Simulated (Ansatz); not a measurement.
`C/N=C\Br` and `C/N=C/NC` differ in one atom or group (the configuration at the double bond changes too).

Ansatz, PBE0-D4/def2-TZVP geometries, multiplicity 1. Each molecule was computed in one conformer, which needn't be the lowest.

Scalar relativity is left out up to krypton.

```
                               property  `C/N=C\Br`
     HOMO energy (PBE0/def2-TZVPP) / eV       -7.82
  HOMO–LUMO gap (B3LYP/def2-TZVPP) / eV        6.76
    HOMO energy (B3LYP/def2-TZVPP) / eV       -7.59
  HOMO energy (ωB97M-V/def2-TZVPP) / eV      -10.02
HOMO–LUMO gap (ωB97M-V/def2-TZVPP) / eV       11.66
    HOMO–LUMO gap (PBE/def2-TZVPP) / eV        4.83
```

(1) What does the change do to each property? (Best estimate.)

Results:

(1) Computed: 
```csv
property,`C/N=C/NC`,shift
HOMO energy (PBE0/def2-TZVPP) / eV,-6.31,1.51
HOMO–LUMO gap (B3LYP/def2-TZVPP) / eV,6.88,0.12
HOMO energy (B3LYP/def2-TZVPP) / eV,-6.12,1.47
HOMO energy (ωB97M-V/def2-TZVPP) / eV,-8.54,1.48
HOMO–LUMO gap (ωB97M-V/def2-TZVPP) / eV,11.10,-0.56
HOMO–LUMO gap (PBE/def2-TZVPP) / eV,5.10,0.27
```

With PBE0 the HOMO rises by 1.51 eV and the LUMO rises by 1.63 eV, so the gap widens by about 0.12 eV. PBE moves the HOMO by 1.36 eV and ωB97M-V by 1.48 eV.

B3LYP here is the variant with VWN-RPA as its local correlation; programs differ in this.

Spin–orbit coupling is left out; it splits and shifts lone-pair levels of the heavy atoms by tenths of an eV.
